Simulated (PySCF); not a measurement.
# Choosing a basis for TDDFT

GeH9NSi2.
Numbering: `[SiH3:1][SiH2:2][NH:3][GeH3:4]` (hydrogens: H5, H6, H7 on Si1; H8, H9 on Si2; H10 on N3; H11, H12, H13 on Ge4)

TDDFT with PBE0 (PySCF), vertical singlets, core orbitals frozen in the response, spherical d and f functions. Geometry: PBE0-D3(BJ)/def2-SVP, one conformer, isolated molecule. The PBE0/6-31G* calculation is non-relativistic and has no spin–orbit coupling, an omission that weighs most on germanium.

Question: How do the low singlets change with the basis? Take 6-31G*, def2-SVP, def2-SVPD, aug-cc-pVDZ, def2-TZVP and def2-TZVPD.

Answer: 

| basis | functions | diffuse | S1 (eV) | S2 (eV) | S3 (eV) | S4 (eV) | S5 (eV) | LUMO (eV) | α (au) |
| --- | --- | --- | --- | --- | --- | --- | --- | --- | --- |
| 6-31G* | 100 | no | 5.56 | 6.80 | 6.95 | 7.11 | 7.26 | -0.09 | 79.9 |
| def2-SVP | 127 | no | 5.71 | 6.86 | 6.95 | 7.18 | 7.42 | -0.08 | 86.5 |
| def2-SVPD | 178 | yes | 5.52 | 6.40 | 6.59 | 6.67 | 6.90 | -0.41 | 97.9 |
| aug-cc-pVDZ | 194 | yes | 5.32 | 6.08 | 6.47 | 6.50 | 6.58 | -0.59 | 99.7 |
| def2-TZVP | 207 | no | 5.51 | 6.55 | 6.69 | 6.83 | 7.08 | -0.38 | 94.3 |
| def2-TZVPD | 258 | yes | 5.40 | 6.33 | 6.43 | 6.56 | 6.72 | -0.56 | 98.9 |

States are compared by their number. Against the largest diffuse basis here (def2-TZVPD, itself not a converged limit), sets without diffuse functions differ by up to 0.32 eV in S1 and 0.71 eV in S5; the smaller diffuse sets differ by up to 0.13 and 0.18 eV. State by state, the largest deviation of a set without diffuse functions is S1 0.32, S2 0.53, S3 0.53, S4 0.62, S5 0.71 eV. The same number needn't mean the same state in each row. Against def2-TZVPD the polarisability deviates by -19% in 6-31G*, -13% in def2-SVP, -1% in def2-SVPD, +1% in aug-cc-pVDZ, -5% in def2-TZVP.
